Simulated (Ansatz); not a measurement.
Two isomers of C3H9ClSi: A = `C[SiH2]CCCl`, B = `CC(C)[SiH2]Cl`.

Gas-phase electronic energies from Ansatz, PBE0-D4/def2-TZVP geometries. CCSD(T)/CBS adds triple-zeta CCSD(T) − MP2 to the extrapolated MP2 energy (def2 sets, frozen cores). DFT in def2-TZVPP. B3LYP here is the variant with VWN-RPA as its local correlation; programs differ in this. Each species was taken in one conformer, which may not be the lowest.

Task: Which is lower in electronic energy at CCSD(T)/CBS, and by how much? (An estimate is asked.)

Result: Ansatz gave: B, by 114.4 kJ/mol.

Task: Give E(B) − E(A) in kJ/mol with PBE0-D4, r2SCAN-D4, CCSD/def2-TZVPP, MP2/def2-TZVPP, CCSD(T)/def2-TZVPP, ωB97M-V, B3LYP. (An estimate is asked.)

Result: The calculation gave: PBE0-D4 -111.5, r2SCAN-D4 -111.6, CCSD/def2-TZVPP -114.7, MP2/def2-TZVPP -119.3, CCSD(T)/def2-TZVPP -113.8, ωB97M-V -113.9, B3LYP -106.3. None reverses the order clearly.

Largest T1 diagnostic: 0.010.

From PBE to PBE0 (25 % exact exchange), in def2-TZVPP and without D4, E(B) − E(A) moves by −5.3 kJ/mol. The D4 term adds −4.8 kJ/mol with B3LYP and −2.6 kJ/mol with PBE0; it sums over pairs of atoms, weighted by their polarisabilities, and B3LYP, whose exchange is more repulsive, gets the larger term.
